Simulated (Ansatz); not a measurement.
Reactions of `CC[N](C)[InH2]`.

Program: Ansatz. Geometries: PBE0-D4/def2-TZVP. ΔE: electronic, gas phase. CCSD(T)/CBS adds triple-zeta CCSD(T) − MP2 to the extrapolated MP2 energy (def2 sets, frozen cores). This one scheme is used for every species. DFT in def2-TZVPP. Triplets are unrestricted, without spin–orbit coupling. def2 core potentials past Kr. For As, In outer-core shells are correlated without core-valence functions, which leaves a few kJ/mol of doubt a bond. Scalar relativity is left out up to krypton. One conformer a species, not always the lowest.

| reaction | ωB97X-V (kcal/mol) | B2PLYP (kcal/mol) | CCSD(T)/CBS(def2) (kcal/mol) |
| --- | --- | --- | --- |
| `CC[N](C)[InH2]` → `[CH2]` (triplet) + `C[N](C)[InH2]` | 107.8 | 102.4 | 106.0 |
| `CC[N](C)[InH2]` + `[AsH3]` → `[AsH2][InH2]` + `CCNC` | -13.6 | -13.9 | -11.8 |
| `CC[N](C)[InH2]` + `C=C[SiH2][SiH3]` → `C=C(C)[SiH2][SiH3]` + `C[N](C)[InH2]` | -1.1 | -1.3 | -0.4 |
| `CC[N](C)[InH2]` + CH₃OH → `C[O][InH2]` + `CCNC` | -5.4 | -5.6 | -2.9 |
| `CC[N](C)[InH2]` → `C[NH][InH2]` + `C=C` | 23.4 | 17.9 | 21.4 |

Largest T1 diagnostic: 0.017, for `C[O][InH2]`.
